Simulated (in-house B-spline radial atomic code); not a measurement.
Inner levels of germanium as electrons are removed. A shift is the extra binding of the orbital against the neutral atom ([Ar] 3d10 4s2 4p1/2(2)). The density at the nucleus is averaged over the nuclear charge. Computed with a radial B-spline atomic code at the basis-set limit: Dirac-Hartree-Fock, jj configuration that fills j = l - 1/2 first, finite nuclei.

A number in brackets counts the electrons of a j subshell.

| ion | configuration | shift of 1s1/2 (eV) | radius of 1s1/2 (bohr) | Σ<r²> (bohr²) | change of density at nucleus (bohr⁻³) |
| --- | --- | --- | --- | --- | --- |
| Ge13+ | [Ar] 3d3/2(1) | 412.63 | 0.046993 | 3.5644 | 96.825 |
| Ge14+ | [Ne] 3s2 3p6 | 465.76 | 0.046995 | 3.1522 | 118.56 |
| Ge15+ | [Ne] 3s2 3p1/2(2) 3p3/2(3) | 523.46 | 0.046989 | 2.7312 | 145.56 |
| Ge16+ | [Ne] 3s2 3p1/2(2) 3p3/2(2) | 583.04 | 0.046982 | 2.3338 | 173.76 |
| Ge17+ | [Ne] 3s2 3p1/2(2) 3p3/2(1) | 644.47 | 0.046975 | 1.9581 | 203.18 |
| Ge18+ | [Ne] 3s2 3p1/2(2) | 707.77 | 0.046967 | 1.6025 | 233.82 |
| Ge19+ | [Ne] 3s2 3p1/2(1) | 773.68 | 0.046958 | 1.2702 | 263.47 |
| Ge20+ | [Ne] 3s2 | 841.54 | 0.046949 | 0.95574 | 294.23 |
| Ge21+ | [Ne] 3s1 | 906.93 | 0.046947 | 0.64128 | -9.876 |
| Ge22+ | [He] 2s2 2p6 | 973.8 | 0.046943 | 0.34018 | -331.17 |
| Ge23+ | [He] 2s2 2p1/2(2) 2p3/2(3) | 1141.54 | 0.046896 | 0.29233 | -234.77 |
| Ge24+ | [He] 2s2 2p1/2(2) 2p3/2(2) | 1313.6 | 0.046846 | 0.24729 | -135.11 |
| Ge25+ | [He] 2s2 2p1/2(2) 2p3/2(1) | 1489.98 | 0.046793 | 0.20485 | -32.168 |
| Ge26+ | [He] 2s2 2p1/2(2) | 1670.64 | 0.046738 | 0.16483 | 74.08 |
| Ge27+ | [He] 2s2 2p1/2(1) | 1859.36 | 0.046676 | 0.12792 | 173.46 |
| Ge28+ | [He] 2s2 | 2052.67 | 0.046611 | 0.093176 | 275.43 |
| Ge29+ | [He] 2s1 | 2220.41 | 0.046604 | 0.048678 | -1325.75 |
| Ge30+ | 1s2 | 2390.87 | 0.046572 | 0.0058194 | -2995.5 |
| Ge31+ | 1s1 | 2941.66 | 0.046012 | 0.002836 | -16754.3 |
